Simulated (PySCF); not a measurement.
Static polarisabilities and like-pair C6 coefficients by linear response at B3LYP/def2-SVPD (PySCF, frozen core in the response, non-relativistic, gas phase), PBE0-D3(BJ)/def2-SVP geometries, one conformer each; atomic units unless stated.

```csv
label,species,α,C6
P,`FB(F)CC#CCB(F)F`,73.8,2398
Q,`c1(/C=C/C)cccs1`,109.8,4024
R,`C(S(C=C)(=O)=O)C`,77.1,2508
S,`CSC1=CC=CC=C1`,105.3,3901
```

Q: Estimate the unlike-pair coefficients by the rule C6(AB) = 2·C6(AA)·C6(BB) / [C6(AA)·αB/αA + C6(BB)·αA/αB], and compare with the geometric mean.

A: 
```
pair  combination rule  geometric mean  ratio
  PQ              3076            3106  0.990
  PR              2452            2452  1.000
  PS              3039            3058  0.994
  QR              3155            3177  0.993
  QS              3961            3962  1.000
  RS              3115            3128  0.996
```

The rule is exact for one-pole polarisabilities and never exceeds the geometric mean; the two meet where both partners have the same effective excitation energy. These unlike-pair values are estimates, not computed integrals.
